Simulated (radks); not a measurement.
All-electron atom: Ta3+ in [Xe] 4f14 5d1.5 6d0.5 (fractional occupations, a model configuration). Method: scalar-relativistic Kohn-Sham, BLYP, spin-polarised, spherical densities, finite nucleus; open shells are filled with parallel spins first (spin-orbit coupling, left out, can overturn this in heavy ions); Fermi nuclear charge, rms radius 5.3507 fm; computed with a radial shooting solver on a logarithmic mesh with Libxc functionals.

Normalised radial functions P(r) = r R(r), r in bohr:

r,5p down,4f down,6s up
0.000687,0.0009,0.0000,0.0189
0.0009385,0.0015,0.0000,0.0241
0.001292,0.0025,0.0000,0.0307
0.001766,0.0042,0.0000,0.0384
0.002432,0.0071,0.0000,0.0475
0.003322,0.0120,0.0000,0.0572
0.004538,0.0200,0.0000,0.0666
0.00625,0.0333,0.0000,0.0739
0.008538,0.0540,0.0000,0.0757
0.01176,0.0858,0.0001,0.0672
0.01606,0.1291,0.0004,0.0437
0.02195,0.1821,0.0013,0.0022
0.03022,0.2335,0.0040,-0.0546
0.04129,0.2517,0.0115,-0.1049
0.05686,0.1918,0.0319,-0.1148
0.07768,0.0242,0.0800,-0.0497
0.1061,-0.2122,0.1828,0.0771
0.1461,-0.3584,0.3786,0.1693
0.1996,-0.2016,0.6680,0.0918
0.2749,0.2416,1.0060,-0.1361
0.3756,0.5332,1.2379,-0.2433
0.5131,0.2632,1.2420,-0.0310
0.7067,-0.4471,1.0131,0.3147
0.9654,-0.9706,0.6842,0.3570
1.329,-0.9546,0.3706,-0.0427
1.816,-0.5722,0.1599,-0.5473
2.481,-0.2124,0.0509,-0.7341
3.417,-0.0420,0.0101,-0.5065
4.668,-0.0039,0.0011,-0.1922
6.429,-0.0001,0.0000,-0.0327
8.783,0.0000,0.0000,-0.0021
12,0.0000,0.0000,0.0000

5p down: eigenvalue -69.664 eV, 3 radial nodes at r = 0.0804, 0.234, 0.583 bohr, <r> = 1.27 bohr, 90 % of the charge inside 1.85 bohr. 4f down: eigenvalue -55.991 eV, 0 radial nodes, <r> = 0.635 bohr, 90 % of the charge inside 1.06 bohr. 6s up (empty): eigenvalue -29.506 eV, 5 radial nodes at r = 0.0222, 0.0886, 0.229, 0.528, 1.30 bohr, <r> = 2.63 bohr, 90 % of the charge inside 3.75 bohr.
